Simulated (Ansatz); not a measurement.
**Relaxing a trial structure of BGeH5S**

The starting geometry of this gas-phase singlet was optimised with GFN2-xTB.

```xyz
8

B     0.7657    0.2953    0.4525
Ge   -1.1319   -0.2594   -1.3086
S    -0.6184    1.6253    0.0227
H     0.7731    0.1347    1.6158
H    -1.4578    1.3669    1.0203
H     1.7572    0.6608   -0.0704
H     0.3798   -0.7732   -0.1038
H    -2.0897   -0.8399   -0.1237
```

Problem. Predict what it relaxes into with PBE-D3(BJ)/def2-SVP.

Solution. A new bond forms, giving a structure with H7 bridging B1 and Ge2, given below by its coordinates. Contacts that close: Ge2–H7 (2.00 → 1.79 Å).

The energy falls by 0.22 eV over 9 steps:

```csv
step,E − E(last) (eV)
1,0.216
2,0.047
3,0.010
4,0.002
5,0.001
6,0.000
7,0.000
8,0.000
9,0.000
```

Final geometry (Å):

```xyz
8

B     0.7092    0.3417    0.4380
Ge   -1.0222   -0.3300   -1.2531
S    -0.6085    1.7086    0.0380
H     0.6985    0.0195    1.6094
H    -1.4970    1.4503    1.0400
H     1.7462    0.6520   -0.1163
H     0.3406   -0.7837   -0.1816
H    -1.9887   -0.8481   -0.0695
```

The end wasn't checked by frequencies. Run with Ansatz 0.2.0, 6.9 s on 2 threads of Intel(R) Xeon(R) 6975P-C (Granite Rapids) (shared host).
